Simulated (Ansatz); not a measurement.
The cluster Ge3⁺. Total charge 1; doublet. Geometry PBE-D4/def2-TZVP, that of the neutral singlet.

```xyz
3

Ge    0.212   -1.195   -1.115
Ge   -1.204    0.963    0.583
Ge    0.993    0.232    0.532
```

B3LYP takes the VWN-RPA correlation. At r2SCANh-D4/def2-TZVP the charge 1 doublet is spin-contaminated (final ⟨S²⟩ up to 0.92, 0.75 for a pure state). The structure comes from a short search, and lower isomers may exist.

(1) Estimate the α-spin orbital energies around the gap (eV) in Ansatz with PBE-D4/def2-TZVP, r2SCANh-D4/def2-TZVP, B3LYP-D4/def2-TZVP, PBE0-D4/def2-TZVP, BHLYP-D4/def2-TZVP.

Answers

(1) 
| orbital | PBE-D4/def2-TZVP | r2SCANh-D4/def2-TZVP | B3LYP-D4/def2-TZVP | PBE0-D4/def2-TZVP | BHLYP-D4/def2-TZVP |
| --- | --- | --- | --- | --- | --- |
| HOMO−9 | -35.51 | -37.75 | -38.64 | -39.35 | -43.01 |
| HOMO−8 | -35.50 | -37.72 | -38.62 | -39.32 | -42.92 |
| HOMO−7 | -35.44 | -37.67 | -38.57 | -39.27 | -42.84 |
| HOMO−6 | -35.44 | -37.67 | -38.57 | -39.27 | -42.82 |
| HOMO−5 | -20.21 | -21.53 | -21.65 | -22.04 | -23.65 |
| HOMO−4 | -17.18 | -18.11 | -18.32 | -18.56 | -19.65 |
| HOMO−3 | -15.19 | -16.02 | -16.14 | -16.35 | -17.21 |
| HOMO−2 | -11.41 | -12.19 | -12.08 | -12.38 | -12.94 |
| HOMO−1 | -11.21 | -11.77 | -11.81 | -12.04 | -12.60 |
| HOMO | -11.02 | -11.52 | -11.54 | -11.76 | -12.31 |
| LUMO | -9.66 | -9.35 | -9.11 | -8.97 | -8.02 |
| LUMO+1 | -8.79 | -8.54 | -8.27 | -8.12 | -7.35 |
| LUMO+2 | -7.48 | -6.96 | -6.89 | -6.64 | -5.79 |
| LUMO+3 | -7.32 | -6.95 | -6.71 | -6.55 | -5.70 |
| LUMO+4 | -4.93 | -4.40 | -4.29 | -4.13 | -3.01 |
| LUMO+5 | -4.43 | -3.75 | -3.84 | -3.65 | -2.72 |
| β HOMO | -10.88 | -11.43 | -11.42 | -11.62 | -12.19 |
| β LUMO | -10.58 | -10.08 | -10.02 | -9.79 | -8.88 |
